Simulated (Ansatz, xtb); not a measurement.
## C4H8FNSi: 4 structures ranked

4 gas-phase structures of C4H8FNSi, from a drawn sample of its isomers (lower ones may exist). Each was relaxed with GFN2-xTB; where two conformers were screened, the lower at r2SCAN-D4/def2-SVP is listed:

A. `FC1=CC[SiH2]NC1`, a singlet
B. `FC1=CN([SiH3])CC1`, a singlet
C. `C[Si@H](F)CCC#N`, a singlet
D. `C#C[Si@](C)(F)NC`, a singlet

Q: Estimate their order in r2SCAN-D4/def2-SVP energy at these geometries, lowest first.

A: Calculated order at r2SCAN-D4/def2-SVP: C (0.0), D (12.8), A (39.7), B (52.5) kcal/mol.

Energies above the lowest of each column, in kcal/mol; the last columns are at PBE0-D3(BJ)/def2-SVP geometries and were run for some of them only (a dash: not run or not comparable):

| structure | GFN2-xTB | HF/STO-3G | r2SCAN-D4/def2-SVP | PBE0-D3(BJ)/def2-SVP | CCSD(T)/def2-SVP + ΔMP2/def2-TZVPP |
| --- | --- | --- | --- | --- | --- |
| C | 0.0 | 0.0 | 0.0 | 0.0 | 0.0 |
| D | 15.9 | 29.3 | 12.8 | 13.6 | 8.9 |
| A | 13.4 | 19.9 | 39.7 | 33.8 | 48.4 |
| B | 0.0 | 25.8 | 52.5 | – | – |

Every level run on C puts it lowest or level with the lowest. Flexible structures stand in one conformer each, not always the lowest. Frequencies (GFN2-xTB) were run for A, C, D alone. The ΔMP2 step shifts differences by up to 8.5 kcal/mol, which makes them less sure. ΔMP2 is the change of the MP2 energy from the smaller to the larger basis.

Over these structures GFN2-xTB departs from r2SCAN-D4/def2-SVP by 20.5 kcal/mol on average once a common shift is removed. A GFN2-xTB relaxation took about 0.14 s and the r2SCAN-D4/def2-SVP energy about 1.8 s on a shared host (Ansatz 0.2.0, xtb 6.7.1).
